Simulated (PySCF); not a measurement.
## Computed structure and properties of [La(NH2)4]−

System: [La(NH2)4]− (singlet); start: displaced along the imaginary mode (S4). Method: PySCF 2.14.0, RKS BP86, La lcecp-1-SVP with ECP46, N def2-SVP, H def2-SVP; non-relativistic Hamiltonian with scalar-relativistic core potentials where named; density fitting; no spin-orbit coupling.

Input of the relaxation:

```python
mol = gto.M(atom='''
La     0.00000     0.00000    -0.00000
N      1.19323     1.47876     1.47664
H      1.82777     1.16619     2.27143
H      1.40860     2.50563     1.30563
N     -1.19323    -1.47664     1.47876
H     -1.40860    -1.30563     2.50563
H     -1.82777    -2.27143     1.16619
N      1.19323    -1.47876    -1.47664
H      1.40860    -2.50563    -1.30563
H      1.82777    -1.16619    -2.27143
N     -1.19323     1.47664    -1.47876
H     -1.82777     2.27143    -1.16619
H     -1.40860     1.30563    -2.50563''',
    basis={'La': 'lcecp-1-SVP', 'N': 'def2-SVP', 'H': 'def2-SVP'},
    ecp={'La': 'lcecp-1-SVP'},
    charge=-1, spin=0)
mf = dft.RKS(mol, xc='B88,P86')
mf.grids.atom_grid = (50, 194)  # f atoms: unpruned, at least (60, 302)
mf = mf.density_fit()  # fitting sets: La AutoAux, N def2-universal-JKFIT, H def2-universal-JKFIT
mf.conv_tol = 1e-08; mf.max_cycle = 55
mf.kernel(dm0)  # dm0: converged density of the start geometry
# quasi-Newton relaxation in Cartesian coordinates to a largest gradient under 0.00045 Eh/bohr, steps kept in the point group
```

Run from Python with OMP_NUM_THREADS=2; the lines above give its settings. Where DIIS fails, smearing, a level shift and second-order steps follow.
It took 5 min on 2 threads of Arm Neoverse V1, on a shared host, from the converged density of the start.

Course of the relaxation:

| step | energy above end (eV) | largest force component within the symmetry (eV/Å) |
| --- | --- | --- |
| 0 | 0.2442 | 1.079 |
| 1 | 0.0896 | 0.050 |
| 2 | 0.0855 | 0.044 |
| 3 | 0.0773 | 0.235 |
| 4 | 0.0690 | 0.174 |
| 5 | 0.0511 | 0.221 |
| 6 | 0.0487 | 0.405 |
| 7 | 0.0446 | 0.443 |
| 20 | 0.0028 | 0.039 |
| 21 | 0.0016 | 0.046 |
| 22 | 0.0004 | 0.050 |
| 23 | 0.0002 | 0.028 |
| 24 | 0.0000 | 0.017 |
| 25 | 0.0000 | 0.009 |
(The steps between are left out.)

Relaxed geometry (S4):

```xyz
13

La   -0.0001    0.0000    0.0000
N     1.4395    1.4050    1.3061
H     2.3106    1.0498    1.7364
H     1.4571    2.4211    1.4875
N    -1.4396   -1.3061    1.4051
H    -1.4567   -1.4875    2.4213
H    -2.3109   -1.7363    1.0505
N     1.4395   -1.4050   -1.3061
H     1.4571   -2.4211   -1.4875
H     2.3106   -1.0498   -1.7364
N    -1.4396    1.3061   -1.4051
H    -2.3109    1.7363   -1.0505
H    -1.4567    1.4875   -2.4213
```

| contact | Å |
| --- | --- |
| La1–N2 (NH2) | 2.398 |
| La1–N5 (NH2) | 2.398 |
| La1–N8 (NH2) | 2.398 |
| La1–N11 (NH2) | 2.398 |

On the finer grid (75, 302):

```json
{
  "HOMO": "0.02 eV",
  "LUMO": "2.94 eV",
  "Dipole about the centre of mass": "0.00 D",
  "Set of Mulliken populations of La1 outside the core potential": "s 2.25, p 6.47, d 1.73, f 0.06",
  "D3(BJ) dispersion energy (not in the energies)": "-0.426 eV"
}
```

```
atom  Mulliken (e)  Löwdin (e)  spin (e)
 La1          0.48        0.16      0.00
  N2         -0.50       -0.36      0.00
  H3          0.07        0.04      0.00
  H4          0.06        0.04      0.00
  N5         -0.50       -0.36      0.00
  H6          0.06        0.04      0.00
  H7          0.07        0.04      0.00
  N8         -0.50       -0.36      0.00
  H9          0.06        0.04      0.00
 H10          0.07        0.04      0.00
 N11         -0.50       -0.36      0.00
 H12          0.07        0.04      0.00
 H13          0.06        0.04      0.00
```

The large-core potential holds the 4f shell empty. The highest filled level lies above zero, as often for anions with such functionals and bases; it isn't the detachment energy.

On the grid (50, 194), as all that follows. Harmonic modes: a minimum; lowest 77 cm⁻¹ (negative: unstable), highest 3438 cm⁻¹, zero-point energy 2.387 eV.

Taking off one NH2 (charge -1, singlet; the rest: singlet) in vacuum, both parts rigid, costs 4.92 eV; the small basis without counterpoise inflates it.

Rigid scan of NH2 along the line from its metal, all other atoms held (where the atom bridges, its other bond changes as well):

(distance to N2 (Å), energy (eV)): (2.10, 0.625), (2.20, 0.243), (2.30, 0.053), (2.40, 0.000), (2.50, 0.041), (2.60, 0.146), (2.80, 0.463), (3.10, 1.030), (3.50, 1.734), (4.00, 2.423)

One start shape was tried, so this needn't be the lowest isomer.
